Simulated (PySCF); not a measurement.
# Xe⁴³⁺: ionisation energy

Xe⁴³⁺ [Ne] 3s1 (2S) → Xe⁴⁴⁺ [Ne] (1S), as a difference of total energies. All numbers are calculated (PySCF 2.14, no relativity, point nucleus, in an uncontracted even-tempered set (18 s from 8.4 bohr⁻², ratio 2.2; 12 p from 11 bohr⁻², ratio 2.2; 5 d from 40 bohr⁻², ratio 2.4; 4 f from 60 bohr⁻², ratio 2.4; 4 g from 91 bohr⁻², ratio 2.4)). Correlated levels: outer shells: 1s2 frozen; virtual orbitals above 40 to 60 times the deepest correlated orbital energy dropped. The calculations carry no spin-orbit coupling.

```tsv
method	ionisation energy (eV)
UHF	3210.8
LDA	3213.7
PBE	3216.5
PBE0	3215.2
r2SCAN	3210.0
B97-3	3213.4
BLYP	3216.8
MP2 (outer shells)	3211.5
SCS-MP2 (outer shells)	3211.4
```

The gap to the reference is mostly relativistic.

For comparison: 3333.8 ± 0.5 eV (semi-empirical (NIST evaluation); NIST Atomic Spectra Database, ionization energies).
